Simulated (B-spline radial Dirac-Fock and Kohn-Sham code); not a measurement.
Satellites and hypersatellites of the K lines of Gd⁴⁺

System: Gd⁴⁺, [Xe] 4f6.

These are calculated numbers from a radial B-spline solver; the model is multi-electron Dirac-Fock with separately optimised hole states, Breit and Lamb-shift corrections added in first order. Each two-hole energy is an average over J within one jj subconfiguration, not an observable level; in light atoms, where LS coupling holds, the j-resolved values are not observed lines, and for a K spectator the Kα1 hypersatellite is nearly forbidden. No correlation.

Lines without a spectator: Kα2 (K-L2) 42305.0 eV, Kα1 (K-L3) 42992.6 eV, Kβ3 (K-M2) 48542.4 eV, Kβ1 (K-M3) 48685.8 eV. Shifts in eV with one spectator hole (a dash: not computed, or left out as unreliable):

| spectator hole | Kα2 | Kα1 | Kβ3 | Kβ1 |
| --- | --- | --- | --- | --- |
| K (1s) | +796.0 | +839.5 | +1024.9 | +1034.8 |
| L2 (2p1/2) | +95.7 | +125.0 | – | +250.0 |
| L3 (2p3/2) | +81.5 | +85.7 | +203.2 | – |
| M2 (3p1/2) | – | +17.83 | +37.1 | +44.1 |
| M3 (3p3/2) | +11.14 | – | +34.2 | +34.1 |
| M4 (3d3/2) | +3.31 | -0.04 | – | – |
| M5 (3d5/2) | -1.22 | +1.87 | – | – |

Run: 73 s of CPU time on 1 thread of Neoverse-N1 (shared host), peak memory 0.54 GiB.
